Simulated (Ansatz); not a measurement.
Input file for F$_{3}$H$_{3}$SiSn (`F[Si](F)(F)[SnH3]`):

```yaml
crystal:
  periodic: [false, false, false]
  atoms:
    - {symbol: F, position_ang: [0.564003, -1.688037, 1.562503]}
    - {symbol: Si, position_ang: [0.853529, -0.921738, 0.208342]}
    - {symbol: F, position_ang: [0.855517, -2.009689, -0.941066]}
    - {symbol: F, position_ang: [2.329657, -0.359708, 0.307970]}
    - {symbol: Sn, position_ang: [-0.850244, 0.929420, -0.227557]}
    - {symbol: H, position_ang: [-0.791368, 2.049139, 1.051768]}
    - {symbol: H, position_ang: [-0.466145, 1.702641, -1.693335]}
    - {symbol: H, position_ang: [-2.402748, 0.240771, -0.324525]}
basis:
  gaussian: {orbitals: def2-SVP}
correlation: {method: ccsd_t}
```

```sh
$ ansatz run in.yaml --threads 4 --pin off --events-out ev --progress --plain --max-ram 10444MiB
```

Output of Ansatz, abridged:

```
Functional definition: HF
1039 factors; integrals over basis functions are off by at most 4.0e-4 eV
mean field evaluation 1: about -21825.2314 eV, gradient 3.9e1 eV
mean field evaluation 2: about -21825.2388 eV, gradient 3.9e1 eV
mean field evaluation 4: about -21828.2625 eV, gradient 2.1e0 eV
mean field evaluation 8: about -21828.2835 eV, gradient 9.4e-2 eV
mean field evaluation 16: about -21828.2725 eV, gradient 4.3e-1 eV
mean field -21828.28355061 eV, -802.1746247429 hartree, gradient 3.2e-6 eV, S^2 0.000000; 0 other end points of the search recorded, 0 dependent functions left out
12 core orbitals not correlated: weight in the atoms' cores, before any rotation towards them, 1.000 or more for the frozen orbitals, at most 0.000 for the correlated occupied ones
reference -21828.28355061 eV, -802.1746247429 hartree; 21, 21 occupied and 68, 68 virtual orbitals, 1039 factors
second order -20.64201154 eV of doubles, -0.00000000 eV of singles
cycle   1  -20.90069015 eV  change   -2.6e-1 eV  update   1.1e-1
cycle   2  -21.39113661 eV  change   -4.9e-1 eV  update   3.2e-2
cycle   3  -21.51889513 eV  change   -1.3e-1 eV  update   1.7e-2
cycle   4  -21.51133755 eV  change    7.6e-3 eV  update   3.3e-3
cycle   5  -21.50883769 eV  change    2.5e-3 eV  update   1.3e-3
cycle   6  -21.50902941 eV  change   -1.9e-4 eV  update   3.5e-4
cycle   7  -21.50888019 eV  change    1.5e-4 eV  update   1.1e-4
cycle   8  -21.50879456 eV  change    8.6e-5 eV  update   3.2e-5
cycle   9  -21.50879955 eV  change   -5.0e-6 eV  update   1.1e-5
perturbative correction -0.37392547 eV, -0.0137415075 hartree
Total energy: -21850.16627562 eV, -802.9788000545 hartree
```

Hardware: 4 threads of an Arm Neoverse V2 on a shared host. Wall time 7 s, peak host memory 0.49 GiB.

Correlation energy per correlated electron: -0.521 eV. T1 diagnostic: 0.0113.
